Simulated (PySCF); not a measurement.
Si(SH)4 (H4S4Si), SMILES S[Si](S)(S)S. Atoms are numbered in the order given.

```xyz
9

S      1.1279    -1.4411    -1.1149
Si     0.0000     0.0000     0.0000
S     -1.4411    -1.1279     1.1149
S      1.4411     1.1279     1.1149
S     -1.1279     1.4411    -1.1149
H      0.0357    -2.1211    -1.5369
H     -2.1211    -0.0357     1.5369
H      2.1211     0.0357     1.5369
H     -0.0357     2.1211    -1.5369
```

The structure is a stationary point at r2SCAN-D4/def2-SVP. One conformer was computed; it need not be the lowest.

Two levels are set side by side: PBE/pcSseg-1 (PySCF) and PBE0/pcSseg-1 (PySCF). GIAO shifts against H2S (³³S), TMS (²⁹Si), TMS (¹H) at the same level; non-relativistic, no solvent, atoms listed together averaged. Differences are taken from unrounded values.

```tsv
quantity	PBE
δ(³³S) of S1, S3, S4, S5 (ppm)	120.2
δ(²⁹Si) of Si2 (ppm)	50.5
δ(¹H) of H6, H7, H8, H9 (ppm)	2.07
```

These are the PBE values. What does PBE0 give? (The exact figures need the calculation; the answer reports its results.)


```json
[
 {"quantity": "δ(³³S) of S1, S3, S4, S5 (ppm)", "PBE0": "100.9", "PBE minus PBE0": "19.3"},
 {"quantity": "δ(²⁹Si) of Si2 (ppm)", "PBE0": "51.3", "PBE minus PBE0": "-0.8"},
 {"quantity": "δ(¹H) of H6, H7, H8, H9 (ppm)", "PBE0": "2.05", "PBE minus PBE0": "0.01"}
]
```

Rough cost on one machine, each run with all the roots and properties that it gave: PBE0 against PBE within a factor of 2.
